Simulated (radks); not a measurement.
The barium ion Ba2+ inside a hard spherical wall (all orbitals vanish at R), configuration held at [Xe] and not refilled when levels cross. All-electron calculation, scalar-relativistic Kohn-Sham, PBEsol, spin-polarised, spherical densities, point nucleus. Program: a radial shooting solver on a logarithmic mesh with Libxc functionals. Eigenvalues in eV for spin up, with the zero of energy where the potential of the charges vanishes at infinity; a dash marks a level that is unbound or too diffuse for the functional's potential to be trusted. A positive occupied level is held by the wall or, in an anion where self-interaction has pushed it up, behind a barrier. The pressure on the wall is -dE/dV.

R (bohr) = free: E (hartree) -8131.8006; kinetic (hartree) 8584.194; e(4p) -193.28; e(4d) -102.09; e(5s) -46.029; e(5p) -30.926; e(5d, empty) -12.853; e(6s, empty) -12.203; pressure (GPa) 0
R (bohr) = 20: E (hartree) -8131.8006; kinetic (hartree) 8584.194; e(4p) -193.28; e(4d) -102.09; e(5s) -46.029; e(5p) -30.926; e(5d, empty) -12.853; e(6s, empty) -12.203; pressure (GPa) < 0.0001
R (bohr) = 12: E (hartree) -8131.8006; kinetic (hartree) 8584.194; e(4p) -193.28; e(4d) -102.09; e(5s) -46.029; e(5p) -30.926; e(5d, empty) -12.853; e(6s, empty) -12.203; pressure (GPa) < 0.0001
R (bohr) = 8: E (hartree) -8131.8005; kinetic (hartree) 8584.195; e(4p) -193.28; e(4d) -102.09; e(5s) -46.029; e(5p) -30.926; e(5d, empty) -12.838; e(6s, empty) -12.090; pressure (GPa) 0.000438
R (bohr) = 7: E (hartree) -8131.8005; kinetic (hartree) 8584.196; e(4p) -193.27; e(4d) -102.09; e(5s) -46.026; e(5p) -30.923; e(5d, empty) -12.788; e(6s, empty) -11.810; pressure (GPa) 0.00800
R (bohr) = 6: E (hartree) -8131.7997; kinetic (hartree) 8584.207; e(4p) -193.24; e(4d) -102.06; e(5s) -46.002; e(5p) -30.898; e(5d, empty) -12.587; e(6s, empty) -10.907; pressure (GPa) 0.141
R (bohr) = 5: E (hartree) -8131.7901; kinetic (hartree) 8584.311; e(4p) -192.99; e(4d) -101.81; e(5s) -45.808; e(5p) -30.689; e(5d, empty) -11.799; e(6s, empty) -8.042; pressure (GPa) 2.38
R (bohr) = 4: E (hartree) -8131.6860; kinetic (hartree) 8585.158; e(4p) -191.32; e(4d) -100.18; e(5s) -44.560; e(5p) -29.256; e(5d, empty) -8.599; e(6s, empty) 1.552; pressure (GPa) 39.3
R (bohr) = 3: E (hartree) -8130.6290; kinetic (hartree) 8591.222; e(4p) -182.99; e(4d) -92.106; e(5s) -37.533; e(5p) -20.620; e(5d, empty) 5.599; e(6s, empty) 38.314; pressure (GPa) 705
R (bohr) = 2.5: E (hartree) -8128.0269; kinetic (hartree) 8603.054; e(4p) -171.59; e(4d) -81.171; e(5s) -25.069; e(5p) -5.210; e(5d, empty) 27.747; e(6s, empty) 91.201; pressure (GPa) 3360
